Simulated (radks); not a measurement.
Question: These are the eigenvalues of the occupied orbitals of an atom or ion with whole-number occupations (eV). All-electron calculation, scalar-relativistic Kohn-Sham, BLYP, spin-polarised, spherical densities, finite nucleus; Fermi nuclear charge, rms radius of each element as measured or else 0.836 A^(1/3) + 0.57 fm. Program: a radial shooting solver on a logarithmic mesh with Libxc functionals.

1s down: -72430.36
1s up: -72430.35
2s up: -13211.87
2s down: -13211.74
2p up: -11632.87
2p down: -11632.77
3s up: -3669.855
3s down: -3665.675
3p up: -3203.795
3p down: -3199.593
3d up: -2675.348
3d down: -2672.143
4s up: -1340.671
4s down: -1333.960
4p up: -1179.641
4p down: -1173.214
4d up: -980.3933
4d down: -974.0540
4f up: -763.8161

Which element is it, and in what charge state? The configuration may be excited. Open shells, if any, are filled with parallel spins first.

Answer: Z = 75, rhenium, charge +25: Re25+ in [Kr] 4d10 4f4. The list shows which subshells hold electrons but not how many an open one holds; the 1s level, -2661.8 hartree, gives Z - s = 73.0 by -(Z - s)^2/2, which with screening and relativity narrows Z to a few neighbours, and the depths of the outer levels then fix element, charge and occupations together.
